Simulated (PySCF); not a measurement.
Isomers of C4H15NOSi3.

All values: PBE0/pcSseg-1 (PySCF) at GFN2-xTB geometries, gas phase, one conformer each.

Problem. Rank by HOMO–LUMO gap, highest first.
A. `[OH:1][Si@H:2]([CH:3]1[CH2:4][CH2:5][CH2:6]1)[N:7]([SiH3:8])[SiH3:9]` with H–O1–Si2–C3 171°, O1–Si2–C3–C4 88°, O1–Si2–N7–Si8 -154°, Si2–C3–C4–C5 103°, C3–C4–C5–C6 14°, C4–C5–C6–C3 -14°, Si2–C3–C6–C5 -103°
B. `[CH3:1][C:2]([CH3:3])([CH:4]=[O:5])[SiH2:6][SiH2:7][NH:8][SiH3:9]` with C1–C2–C4–O5 -157°, C1–C2–Si6–Si7 172°, C2–Si6–Si7–N8 60°, Si6–Si7–N8–Si9 159°
C. `[CH3:1][NH:2][SiH2:3][C:4](=[O:5])[SiH2:6][C@H:7]([CH3:8])[SiH3:9]` with C1–N2–Si3–C4 -48°, N2–Si3–C4–O5 120°, Si3–C4–Si6–C7 -68°, C4–Si6–C7–C8 -52°
D. `[CH3:1][CH:2]([CH3:3])[C:4](=[O:5])[SiH2:6][N:7]([SiH3:8])[SiH3:9]` with C1–C2–C4–O5 -2°, C2–C4–Si6–N7 -169°, C4–Si6–N7–Si8 168°
E. `[CH3:1][N:2]([CH3:3])[C:4](=[O:5])[SiH2:6][CH:7]([SiH3:8])[SiH3:9]` with C1–N2–C4–O5 -178°, N2–C4–Si6–C7 171°, C4–Si6–C7–Si8 28°
F. `[CH3:1][CH:2]([CH3:3])[O:4][Si@@H:5]1[NH:6][SiH2:7][CH2:8][SiH2:9]1` with C1–C2–O4–Si5 -144°, C2–O4–Si5–N6 55°, O4–Si5–N6–Si7 -127°, Si5–N6–Si7–C8 -11°, N6–Si7–C8–Si9 20°, Si7–C8–Si9–Si5 -20°

Solution. A (7.44 eV), F (7.16 eV), E (6.91 eV), B (5.98 eV), D (5.67 eV), C (4.40 eV).

Problem. Rank by the lowest IAO charge on any atom, lowest value first.
A. `[CH3:1][N:2]([CH3:3])[C:4](=[O:5])[SiH2:6][CH:7]([SiH3:8])[SiH3:9]` with C1–N2–C4–O5 -178°, N2–C4–Si6–C7 171°, C4–Si6–C7–Si8 28°
B. `[CH3:1][CH:2]([CH3:3])[C:4](=[O:5])[SiH2:6][N:7]([SiH3:8])[SiH3:9]` with C1–C2–C4–O5 -2°, C2–C4–Si6–N7 -169°, C4–Si6–N7–Si8 168°
C. `[CH3:1][O:2][C@@H:3]1[SiH2:4][CH2:5][SiH2:6][CH2:7][Si@@H:8]1[NH2:9]` with C1–O2–C3–Si4 -81°, C7–Si8–N9–H -84° and 52°, O2–C3–Si4–C5 -60°, C3–Si4–C5–Si6 -57°, Si4–C5–Si6–C7 55°, C5–Si6–C7–Si8 -53°
D. `[NH2:1][SiH2:2][SiH2:3][O:4][C@H:5]1[CH2:6][CH2:7][CH2:8][SiH2:9]1` with H–N1–Si2–Si3 32° and 174°, N1–Si2–Si3–O4 -9°, Si2–Si3–O4–C5 177°, Si3–O4–C5–C6 81°, O4–C5–C6–C7 158°, C5–C6–C7–C8 -51°, C6–C7–C8–Si9 38°, C7–C8–Si9–C5 -14°
E. `[SiH3:1][SiH2:2][O:3][SiH2:4][N:5]1[CH2:6][CH2:7][CH2:8][CH2:9]1` with Si1–Si2–O3–Si4 19°, Si2–O3–Si4–N5 -60°, O3–Si4–N5–C6 -35°, Si4–N5–C6–C7 158°, N5–C6–C7–C8 40°, C6–C7–C8–C9 -29°, C7–C8–C9–N5 8°
F. `[CH3:1][NH:2][SiH2:3][C:4](=[O:5])[SiH2:6][C@H:7]([CH3:8])[SiH3:9]` with C1–N2–Si3–C4 -48°, N2–Si3–C4–O5 120°, Si3–C4–Si6–C7 -68°, C4–Si6–C7–C8 -52°

Solution. B (-1.030 e), A (-0.922 e), E (-0.885 e), C (-0.857 e), D (-0.834 e), F (-0.674 e).

Problem. Rank by the lowest Hirshfeld charge on any atom, highest value first.
A. `[NH2:1][SiH2:2][SiH2:3][O:4][C@H:5]1[CH2:6][CH2:7][CH2:8][SiH2:9]1` with H–N1–Si2–Si3 32° and 174°, N1–Si2–Si3–O4 -9°, Si2–Si3–O4–C5 177°, Si3–O4–C5–C6 81°, O4–C5–C6–C7 158°, C5–C6–C7–C8 -51°, C6–C7–C8–Si9 38°, C7–C8–Si9–C5 -14°
B. `[CH3:1][C:2]([CH3:3])([CH:4]=[O:5])[SiH2:6][SiH2:7][NH:8][SiH3:9]` with C1–C2–C4–O5 -157°, C1–C2–Si6–Si7 172°, C2–Si6–Si7–N8 60°, Si6–Si7–N8–Si9 159°
C. `[OH:1][Si@H:2]([CH:3]1[CH2:4][CH2:5][CH2:6]1)[N:7]([SiH3:8])[SiH3:9]` with H–O1–Si2–C3 171°, O1–Si2–C3–C4 88°, O1–Si2–N7–Si8 -154°, Si2–C3–C4–C5 103°, C3–C4–C5–C6 14°, C4–C5–C6–C3 -14°, Si2–C3–C6–C5 -103°
D. `[CH3:1][N:2]([CH3:3])[C:4](=[O:5])[SiH2:6][CH:7]([SiH3:8])[SiH3:9]` with C1–N2–C4–O5 -178°, N2–C4–Si6–C7 171°, C4–Si6–C7–Si8 28°
E. `[CH3:1][NH:2][SiH2:3][C:4](=[O:5])[SiH2:6][C@H:7]([CH3:8])[SiH3:9]` with C1–N2–Si3–C4 -48°, N2–Si3–C4–O5 120°, Si3–C4–Si6–C7 -68°, C4–Si6–C7–C8 -52°
F. `[SiH3:1][SiH2:2][O:3][SiH2:4][N:5]1[CH2:6][CH2:7][CH2:8][CH2:9]1` with Si1–Si2–O3–Si4 19°, Si2–O3–Si4–N5 -60°, O3–Si4–N5–C6 -35°, Si4–N5–C6–C7 158°, N5–C6–C7–C8 40°, C6–C7–C8–C9 -29°, C7–C8–C9–N5 8°

Solution. E (-0.243 e), D (-0.275 e), F (-0.302 e), A (-0.320 e), B (-0.335 e), C (-0.349 e).

All values together:

```tsv
SMILES	μ (D)	HOMO (eV)	LUMO (eV)	lowest IAO charge (e)	highest IAO charge (e)	lowest Hirshfeld charge (e)	highest Hirshfeld charge (e)
C=C[SiH2]N([SiH3])[Si@@H](C)OC	2.09	-7.22	-0.10	-1.044 (N)	+1.239 (Si)	-0.349 (N)	+0.438 (Si)
C=CC[Si@H](OC)N([SiH3])[SiH3]	1.26	-6.92	0.08	-1.043 (N)	+1.224 (Si)	-0.347 (N)	+0.433 (Si)
CN(C)C(=O)[SiH2]C([SiH3])[SiH3]	5.13	-7.21	-0.30	-0.922 (C)	+0.685 (Si)	-0.275 (C)	+0.317 (Si)
[SiH3][SiH2]O[SiH2]N1CCCC1	1.48	-6.32	-0.49	-0.885 (O)	+1.116 (Si)	-0.302 (O)	+0.416 (Si)
CO[C@@H]1[SiH2]C[SiH2]C[Si@@H]1N	1.59	-6.84	0.58	-0.857 (C)	+1.041 (Si)	-0.324 (N)	+0.381 (Si)
CN[SiH2]C(=O)[SiH2][C@H](C)[SiH3]	2.69	-6.11	-1.71	-0.674 (N)	+0.828 (Si)	-0.243 (N)	+0.351 (Si)
CC(C)O[Si@@H]1N[SiH2]C[SiH2]1	1.11	-7.23	-0.08	-0.941 (N)	+0.947 (Si)	-0.329 (N)	+0.366 (Si)
CN[Si@H]([SiH3])O[SiH2]C1CC1	1.74	-6.81	-0.21	-0.880 (O)	+1.024 (Si)	-0.296 (O)	+0.402 (Si)
CC(C)(C=O)[SiH2][SiH2]N[SiH3]	2.61	-7.14	-1.16	-0.939 (N)	+0.757 (Si)	-0.335 (N)	+0.355 (Si)
N[SiH2][SiH2]O[C@H]1CCC[SiH2]1	1.88	-7.04	-0.40	-0.834 (N)	+0.744 (Si)	-0.320 (N)	+0.341 (Si)
O[Si@H](C1CCC1)N([SiH3])[SiH3]	0.46	-7.28	0.16	-1.042 (N)	+1.218 (Si)	-0.349 (N)	+0.430 (Si)
CC(C)C(=O)[SiH2]N([SiH3])[SiH3]	3.13	-7.12	-1.45	-1.030 (N)	+0.816 (Si)	-0.347 (N)	+0.348 (Si)
```

Conformers: `[CH2:1]=[CH:2][SiH2:3][N:4]([SiH3:5])[Si@@H:6]([CH3:7])[O:8][CH3:9]` with C1–C2–Si3–N4 -168°, C2–Si3–N4–Si5 -111°, Si3–N4–Si6–C7 -125°, N4–Si6–O8–C9 -178°; `[CH2:1]=[CH:2][CH2:3][Si@H:4]([O:5][CH3:6])[N:7]([SiH3:8])[SiH3:9]` with C1–C2–C3–Si4 -106°, C2–C3–Si4–O5 -64°, C3–Si4–O5–C6 -172°, C3–Si4–N7–Si8 -99°; `[CH3:1][N:2]([CH3:3])[C:4](=[O:5])[SiH2:6][CH:7]([SiH3:8])[SiH3:9]` with C1–N2–C4–O5 -178°, N2–C4–Si6–C7 171°, C4–Si6–C7–Si8 28°; `[SiH3:1][SiH2:2][O:3][SiH2:4][N:5]1[CH2:6][CH2:7][CH2:8][CH2:9]1` with Si1–Si2–O3–Si4 19°, Si2–O3–Si4–N5 -60°, O3–Si4–N5–C6 -35°, Si4–N5–C6–C7 158°, N5–C6–C7–C8 40°, C6–C7–C8–C9 -29°, C7–C8–C9–N5 8°; `[CH3:1][O:2][C@@H:3]1[SiH2:4][CH2:5][SiH2:6][CH2:7][Si@@H:8]1[NH2:9]` with C1–O2–C3–Si4 -81°, C7–Si8–N9–H -84° and 52°, O2–C3–Si4–C5 -60°, C3–Si4–C5–Si6 -57°, Si4–C5–Si6–C7 55°, C5–Si6–C7–Si8 -53°; `[CH3:1][NH:2][SiH2:3][C:4](=[O:5])[SiH2:6][C@H:7]([CH3:8])[SiH3:9]` with C1–N2–Si3–C4 -48°, N2–Si3–C4–O5 120°, Si3–C4–Si6–C7 -68°, C4–Si6–C7–C8 -52°; `[CH3:1][CH:2]([CH3:3])[O:4][Si@@H:5]1[NH:6][SiH2:7][CH2:8][SiH2:9]1` with C1–C2–O4–Si5 -144°, C2–O4–Si5–N6 55°, O4–Si5–N6–Si7 -127°, Si5–N6–Si7–C8 -11°, N6–Si7–C8–Si9 20°, Si7–C8–Si9–Si5 -20°; `[CH3:1][NH:2][Si@H:3]([SiH3:4])[O:5][SiH2:6][CH:7]1[CH2:8][CH2:9]1` with C1–N2–Si3–Si4 -55°, N2–Si3–O5–Si6 87°, Si3–O5–Si6–C7 -85°, O5–Si6–C7–C8 36°; `[CH3:1][C:2]([CH3:3])([CH:4]=[O:5])[SiH2:6][SiH2:7][NH:8][SiH3:9]` with C1–C2–C4–O5 -157°, C1–C2–Si6–Si7 172°, C2–Si6–Si7–N8 60°, Si6–Si7–N8–Si9 159°; `[NH2:1][SiH2:2][SiH2:3][O:4][C@H:5]1[CH2:6][CH2:7][CH2:8][SiH2:9]1` with H–N1–Si2–Si3 32° and 174°, N1–Si2–Si3–O4 -9°, Si2–Si3–O4–C5 177°, Si3–O4–C5–C6 81°, O4–C5–C6–C7 158°, C5–C6–C7–C8 -51°, C6–C7–C8–Si9 38°, C7–C8–Si9–C5 -14°; `[OH:1][Si@H:2]([CH:3]1[CH2:4][CH2:5][CH2:6]1)[N:7]([SiH3:8])[SiH3:9]` with H–O1–Si2–C3 171°, O1–Si2–C3–C4 88°, O1–Si2–N7–Si8 -154°, Si2–C3–C4–C5 103°, C3–C4–C5–C6 14°, C4–C5–C6–C3 -14°, Si2–C3–C6–C5 -103°; `[CH3:1][CH:2]([CH3:3])[C:4](=[O:5])[SiH2:6][N:7]([SiH3:8])[SiH3:9]` with C1–C2–C4–O5 -2°, C2–C4–Si6–N7 -169°, C4–Si6–N7–Si8 168°.
